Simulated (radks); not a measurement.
Excited configurations of neutral cobalt: one electron is placed in a higher orbital outside [Ar] 3d8. The ground configuration is [Ar] 3d7 4s2. Calculated with a radial shooting solver on a logarithmic mesh with Libxc functionals: non-relativistic Kohn-Sham, PBE, spin-polarised, spherical densities, point nucleus; open shells are filled with parallel spins first. Excitation = E - E(ground); binding = E(ion) - E, where the ion is the core of charge +1; n* = 1/sqrt(2 binding) in atomic units, and the quantum defect is n - n*.

4s: excitation (eV) -0.652; binding (eV) 7.872; n* 1.315; quantum defect 2.685; eigenvalue (eV) -4.708; <r> (bohr) 3.090
4p: excitation (eV) 3.085; binding (eV) 4.135; n* 1.814; quantum defect 2.186; eigenvalue (eV) -1.949; <r> (bohr) 4.499
4d: excitation (eV) 5.557; binding (eV) 1.664; n* 2.859; quantum defect 1.141; eigenvalue (eV) -0.801; <r> (bohr) 9.906
5f: excitation (eV) 6.551; binding (eV) 0.670; n* 4.506; quantum defect 0.494; eigenvalue (eV) -0.405; <r> (bohr) 28.44
6s: excitation (eV) 5.834; binding (eV) 1.387; n* 3.132; quantum defect 2.868; eigenvalue (eV) -0.890; <r> (bohr) 16.11
6d: excitation (eV) 6.509; binding (eV) 0.711; n* 4.374; quantum defect 1.626; eigenvalue (eV) -0.453; <r> (bohr) 29.91
6f: excitation (eV) 6.733; binding (eV) 0.488; n* 5.281; quantum defect 0.719; eigenvalue (eV) -0.320; <r> (bohr) 42.77

The Delta-SCF ionisation energy is 7.221 eV (NIST Atomic Spectra Database: 7.881 eV, measured). Self-interaction in the functional shifts the binding energies and quantum defects, so they are the method's values and not measured ones. Open shells are spherical and high-spin; term and fine-structure splittings are not resolved. A negative excitation energy means that this level of theory puts the configuration below the NIST ground configuration.
